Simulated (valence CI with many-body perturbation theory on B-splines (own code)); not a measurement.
From CI to CI+MBPT in Pb68+

Calculated by relativistic CI+MBPT: four valence electrons over a frozen Dirac-Fock core [Ne], radial functions for each j: 11 s, 11 p, 9 d, 7 f, 5 g, 2 h, 1 i, with the one-electron correlation potential Σ1 (screened to all orders), the two-electron term Σ2, the three-electron term Σ3, Breit, model QED; selected single and double excitations, second order for the rest (own B-spline code, finite nucleus).

The last digits are not significant, and no measured levels were compared; by estimate large intervals hold to a few tenths of a per cent, small ones and those within an open d or f shell to about a per cent.

Each rung adds one term. CI alone is the Dirac-Coulomb CI over the frozen core; QED comes last and gives the full result, which names the levels. Energies are above (3s^2 3p1/2^2) J=0 on the same rung, in × 10³ cm⁻¹.

Levels are named by their leading jj configuration (3d3/2^4 stands for four electrons in 3d with j = 3/2), which in mixed levels can hold well under half, so a name can repeat and another be missing. Letters in brackets count levels of one name in rising energy.

```csv
Level,CI alone
(3s^2 3p1/2 3p3/2) J=1,4701.2
(3s^2 3p1/2 3p3/2) J=2,4790.9
(3s 3p1/2^2 3p3/2) J=2,6330.1
(3s 3p1/2^2 3p3/2) J=1,6571.6
(3s^2 3p1/2 3d3/2) J=2,6753.7
(3s^2 3p1/2 3d3/2) J=1,7175.6
(3s^2 3p1/2 3d5/2) J=2,8010.6
(3s^2 3p1/2 3d5/2) J=3,8033.8
(3s 3p1/2^2 3d3/2) J=1,8412.0
(3s 3p1/2^2 3d3/2) J=2,8486.0
(3s^2 3p3/2^2) J=2,9555.5
(3s 3p1/2^2 3d5/2) J=3,9637.0
(3s^2 3p3/2^2) J=0,9736.4
(3s 3p1/2^2 3d5/2) J=2,9763.3
(3s 3p1/2 3p3/2^2) J=2 [a],10933
(3s 3p1/2 3p3/2^2) J=3,11121
```

**Question.** What do these energies become with core correlation, Breit and QED?

**Answer.** (3s^2 3p1/2 3p3/2) J=1 4652.6 (-48.66); (3s^2 3p1/2 3p3/2) J=2 4736.1 (-54.86); (3s 3p1/2^2 3p3/2) J=2 6268.8 (-61.31); (3s 3p1/2^2 3p3/2) J=1 6509.6 (-62.00); (3s^2 3p1/2 3d3/2) J=2 6674.4 (-79.29); (3s^2 3p1/2 3d3/2) J=1 7097.6 (-77.99); (3s^2 3p1/2 3d5/2) J=2 7913.2 (-97.39); (3s^2 3p1/2 3d5/2) J=3 7928.2 (-105.58); (3s 3p1/2^2 3d3/2) J=1 8331.3 (-80.69); (3s 3p1/2^2 3d3/2) J=2 8400.5 (-85.47); (3s^2 3p3/2^2) J=2 9456.0 (-99.45); (3s 3p1/2^2 3d5/2) J=3 9525.9 (-111.14); (3s^2 3p3/2^2) J=0 9642.5 (-93.80); (3s 3p1/2^2 3d5/2) J=2 9655.0 (-108.26); (3s 3p1/2 3p3/2^2) J=2 [a] 10827 (-106.04); (3s 3p1/2 3p3/2^2) J=3 11003 (-117.85).

**Question.** How does the ionisation energy move along the ladder, and which term matters most?

**Answer.** CI alone 8534.6, + Σ1 8535.9, + Σ2 8536.1, + Σ3 8535.8, + Breit 8520.9, + QED 8520.3 eV. The largest step is Breit, -14.9 eV. NIST lists 8520 ± 50 eV (theoretical).
